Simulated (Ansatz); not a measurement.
C3H9AlSe3, SMILES `C[Se][Al]([Se]C)[Se]C`, relaxed with RKS PBE0-D4/def2-TZVP in Ansatz from a PBE-D4/def2-SVP geometry. The force threshold is 0.005 eV/Å; the program also tests the step.

The species carries charge 0 and has multiplicity 1.

Start:

```xyz
16

C     0.579    1.847    2.597
Se    1.370    0.170    1.879
Al   -0.080   -0.078    0.073
Se   -1.812    1.445   -0.248
C    -2.462    0.716   -1.980
Se    0.255   -1.800   -1.459
C     1.915   -2.531   -0.647
H     0.453    2.597    1.795
H    -0.391    1.635    3.082
H     1.295    2.228    3.349
H    -1.623    0.576   -2.686
H    -3.164    1.468   -2.387
H    -2.993   -0.240   -1.818
H     1.678   -3.071    0.288
H     2.335   -3.237   -1.387
H     2.646   -1.725   -0.452
```

```json
{"step": "1", "energy (eV)": "-205878.9978", "largest force (eV/Å)": "0.578", "largest move (Å)": "0.000"}
{"step": "2", "energy (eV)": "-205879.0640", "largest force (eV/Å)": "0.176", "largest move (Å)": "0.048"}
{"step": "3", "energy (eV)": "-205879.0692", "largest force (eV/Å)": "0.016", "largest move (Å)": "0.018"}
{"step": "4", "energy (eV)": "-205879.0698", "largest force (eV/Å)": "0.011", "largest move (Å)": "0.025"}
{"step": "5 (rejected)", "energy (eV)": "-205879.0697", "largest force (eV/Å)": "0.112", "largest move (Å)": "0.073"}
{"step": "6 (rejected)", "energy (eV)": "-205879.0691", "largest force (eV/Å)": "0.089", "largest move (Å)": "0.036"}
{"step": "7", "energy (eV)": "-205879.0703", "largest force (eV/Å)": "0.004", "largest move (Å)": "0.018"}
{"step": "8 (rejected)", "energy (eV)": "-205879.0701", "largest force (eV/Å)": "0.133", "largest move (Å)": "0.098"}
{"step": "9", "energy (eV)": "-205879.0713", "largest force (eV/Å)": "0.016", "largest move (Å)": "0.048"}
{"step": "10", "energy (eV)": "-205879.0716", "largest force (eV/Å)": "0.056", "largest move (Å)": "0.049"}
{"step": "11", "energy (eV)": "-205879.0719", "largest force (eV/Å)": "0.033", "largest move (Å)": "0.009"}
{"step": "12", "energy (eV)": "-205879.0722", "largest force (eV/Å)": "0.011", "largest move (Å)": "0.027"}
{"step": "13", "energy (eV)": "-205879.0723", "largest force (eV/Å)": "0.020", "largest move (Å)": "0.044"}
{"step": "14", "energy (eV)": "-205879.0724", "largest force (eV/Å)": "0.008", "largest move (Å)": "0.009"}
{"step": "15", "energy (eV)": "-205879.0724", "largest force (eV/Å)": "0.003", "largest move (Å)": "0.003"}
```

End:

```xyz
16

C     0.566    1.829    2.595
Se    1.410    0.235    1.813
Al   -0.002   -0.001    0.002
Se   -1.739    1.487   -0.311
C    -2.462    0.701   -1.962
Se    0.324   -1.726   -1.498
C     1.897   -2.530   -0.634
H     0.603    2.660    1.894
H    -0.462    1.613    2.877
H     1.146    2.074    3.483
H    -1.714    0.725   -2.751
H    -3.312    1.319   -2.244
H    -2.794   -0.318   -1.781
H     1.644   -2.873    0.366
H     2.180   -3.379   -1.253
H     2.715   -1.815   -0.597
```

Hardware: 4 threads of an AMD EPYC 7R13 on a shared host and a share of an NVIDIA H100 80 GB. Wall time 40 s, peak host memory 1.2 GiB.
